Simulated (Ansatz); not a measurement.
Species: Cl$_{3}$Ga, SMILES `[Cl][Ga]([Cl])[Cl]` (charge 0, multiplicity 1).

Task: Give a relaxed geometry from B3LYP-D3(BJ)/def2-TZVP (Ansatz, a program for electronic structure).

Result: the end point of this relaxation (outside a Z-matrix the atoms follow the SMILES, hydrogens last).
Z-matrix (Å, degrees):
```
Ga
Cl 1 2.1266
Cl 1 2.1266 2 120.00
Cl 1 2.1266 2 120.00 3 -180.00
```
